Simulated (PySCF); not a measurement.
## Stretching GeSe⁺

Set-up: Ge def2-TZVPPD, Se def2-TZVPPD; no relativity (PySCF 2.14). Energies in eV from Ge⁺ + Se in their ground configurations at the same level. State: ²Π (doublet), unpaired electrons π ↑.

All columns are LC-ωPBE. A positive dipole points towards Se; it is taken about the centre of mass and depends on that origin.

```json
{"R (Å)": "1.975", "E (eV)": "-2.179", "μ (D)": "-0.89", "Mulliken charge on Ge (basis-dependent)": "0.64", "HOMO (eV)": "-16.78", "LUMO (eV)": "-9.96", "Mayer bond order": "1.65", "⟨S²⟩": "0.75"}
{"R (Å)": "2.066", "E (eV)": "-2.794", "μ (D)": "-1.41", "Mulliken charge on Ge (basis-dependent)": "0.72", "HOMO (eV)": "-16.79", "LUMO (eV)": "-9.59", "Mayer bond order": "1.62", "⟨S²⟩": "0.75"}
{"R (Å)": "2.158", "E (eV)": "-3.103", "μ (D)": "-1.93", "Mulliken charge on Ge (basis-dependent)": "0.78", "HOMO (eV)": "-16.75", "LUMO (eV)": "-9.26", "Mayer bond order": "1.60", "⟨S²⟩": "0.75"}
{"R (Å)": "2.227", "E (eV)": "-3.188", "μ (D)": "-2.33", "Mulliken charge on Ge (basis-dependent)": "0.82", "HOMO (eV)": "-16.47", "LUMO (eV)": "-9.03", "Mayer bond order": "1.58", "⟨S²⟩": "0.76"}
{"R (Å)": "2.296", "E (eV)": "-3.179", "μ (D)": "-2.73", "Mulliken charge on Ge (basis-dependent)": "0.84", "HOMO (eV)": "-16.18", "LUMO (eV)": "-8.82", "Mayer bond order": "1.57", "⟨S²⟩": "0.76"}
{"R (Å)": "2.365", "E (eV)": "-3.099", "μ (D)": "-3.12", "Mulliken charge on Ge (basis-dependent)": "0.85", "HOMO (eV)": "-15.91", "LUMO (eV)": "-8.63", "Mayer bond order": "1.57", "⟨S²⟩": "0.76"}
{"R (Å)": "2.457", "E (eV)": "-2.911", "μ (D)": "-3.63", "Mulliken charge on Ge (basis-dependent)": "0.86", "HOMO (eV)": "-15.58", "LUMO (eV)": "-8.41", "Mayer bond order": "1.55", "⟨S²⟩": "0.76"}
{"R (Å)": "2.571", "E (eV)": "-2.590", "μ (D)": "-4.24", "Mulliken charge on Ge (basis-dependent)": "0.86", "HOMO (eV)": "-15.19", "LUMO (eV)": "-8.20", "Mayer bond order": "1.53", "⟨S²⟩": "0.77"}
{"R (Å)": "2.709", "E (eV)": "-2.135", "μ (D)": "-4.90", "Mulliken charge on Ge (basis-dependent)": "0.85", "HOMO (eV)": "-14.77", "LUMO (eV)": "-8.03", "Mayer bond order": "1.48", "⟨S²⟩": "0.78"}
{"R (Å)": "2.893", "E (eV)": "-1.497", "μ (D)": "-5.61", "Mulliken charge on Ge (basis-dependent)": "0.85", "HOMO (eV)": "-14.32", "LUMO (eV)": "-7.92", "Mayer bond order": "1.34", "⟨S²⟩": "0.85"}
```

A fit through these points gives, at Re = 2.253 Å, μ = -2.49 D and dμ/dR = -5.77 D/Å; the reduced mass is 38.4 u.

**Question.** How strong is the fundamental in the double-harmonic approximation, I = 42.26·(dμ/dR)²/μred km/mol?

**Answer.** I = 42.26·(-5.77)²/38.4 = 36.6 km/mol at LC-ωPBE.

Spin–orbit coupling is left out. For an ion De counts to the pair picked by the measured ionisation energies or electron affinities, which need not be the lowest pair at this level. The state is the lowest determinant that a PBE0 search found; another state may lie lower at other levels.
